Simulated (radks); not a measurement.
The numbers below are computed, except where a source is named.
Radial electron density D(r) = 4 pi r^2 rho(r) of an atom or ion with 53 electrons. Code: a radial shooting solver on a logarithmic mesh with Libxc functionals. Model: Dirac Kohn-Sham, exchange-only PBE, spin-unpolarised, spherical densities, finite nucleus; Fermi nuclear charge, rms radius of each element as measured or else 0.836 A^(1/3) + 0.57 fm.

r (bohr)  D(r) (e/bohr)
0.002314          10.35
0.003062          15.82
0.004052          23.52
0.005361          33.71
0.007037          45.71
0.00931           58.86
0.01232           70.08
0.01617           75.81
0.02139           74.43
0.02831           68.64
0.03716           67.18
0.04916           77.46
0.06505           93.55
0.08607           96.01
0.113             80.47
0.1495            71.56
0.1978            82.12
0.2596            76.89
0.3435            44.44
0.4545            29.43
0.5965            34.49
0.7893            26.16
1.044             12.48
1.382             7.686
1.814             4.969
2.4               1.699
3.175            0.2507
4.168           0.01407
5.514         0.0001847

What is the nuclear charge?

Answer. Z = 57. The innermost maximum, from 1s, lies near gamma/Z bohr with gamma = sqrt(1 - (Z/c)^2) = 0.909, here 0.016 bohr (found: 0.0177), and its height grows with Z. The density is that of the lanthanum ion La4+ in [Kr] 4d10 5s1.75 5p5.25; the configuration itself is not fixed sharply by these data, and Z only to a few units. D(r) has 4 maxima, at r = 0.0177, 0.0776, 0.219, 0.611 bohr, and minima at 0.0340, 0.145, 0.447 bohr, inside which lie 2.02, 11.23, 28.96 electrons.
